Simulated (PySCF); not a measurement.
Input file for PySCF: R-HF/STO-3G on CH6O2 (a complex), monomers drawn apart or pushed together.

```python
from pyscf import gto, scf, dft, mp
from pyscf.data.elements import chemcore

mol = gto.M(
    atom='''
    O    -0.11369052    0.04845715   -0.30979126
    H     0.66019627   -0.16211307   -0.84043802
    H     0.09777243   -0.25650983    0.58883937
    C     0.38418397    0.79265331    4.55544088
    O     0.51714667   -0.49665955    3.95250998
    H    -0.60340482    1.22385343    4.37216227
    H     1.13276048    1.43123954    4.09150021
    H     0.57201852    0.74892858    5.63163518
    H    -0.14891036   -1.08610272    4.32115861
    ''',
    basis='sto-3g',
    charge=0, spin=0, verbose=3, max_memory=1800)
mf = scf.RHF(mol)
mf.conv_tol = 1e-8
mf.max_cycle = 100
mf.kernel()
if not mf.converged:
    mf = mf.newton().run(mf.mo_coeff, mf.mo_occ)
```

It printed:

```
converged SCF energy = -188.511838894828
```

The run converged.

Cost: about 0.07 core-seconds (a rough figure).
